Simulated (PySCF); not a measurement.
C4H5Br.
SMILES: `C1(Br)CCC=1`

The closed-shell ground state was solved at several levels (PySCF, density fitting, gas phase). Geometry: PBE0-D3(BJ)/def2-SVP; no solvent, vibrations or thermal averaging. The calculation is non-relativistic and has no spin–orbit coupling, an omission that weighs most on bromine.

| level | basis functions | total energy (Eh) | HOMO (eV) | LUMO (eV) | gap (eV) | dipole (D) |
| --- | --- | --- | --- | --- | --- | --- |
| PBE0/pcSseg-1 | 134 | -2728.7526 | -7.01 | 0.05 | 7.06 | 1.70 |
| PBE0/def2-SVPD | 161 | -2728.6368 | -7.03 | -0.07 | 6.96 | 1.77 |
| B3LYP/pcSseg-2 | 277 | -2729.6716 | -6.78 | -0.26 | 6.52 | 1.73 |

(1) What might B3LYP/pcJ-1 (pcSseg-1 on Br) (199 basis functions) give for the same quantities?

(2) Over all these levels, which gives the widest orbital gap and which the narrowest?

(3) How far do the dipole and the HOMO energy spread over the levels?

Results:

(1) Total energy -2729.3001 Eh, HOMO -6.74 eV, LUMO -0.13 eV, gap 6.61 eV, dipole 1.61 D.

(2) PBE0/pcSseg-1 (global hybrid, 25 % exact exchange) has the widest, 7.06 eV, and B3LYP/pcSseg-2 (global hybrid, 20 % exact exchange) the narrowest, 6.52 eV. Functional and basis both differ between the two, so the spread mixes both effects.

(3) The dipole runs from 1.61 to 1.77 D (mean 1.70 D) and the HOMO from -7.03 to -6.74 eV.
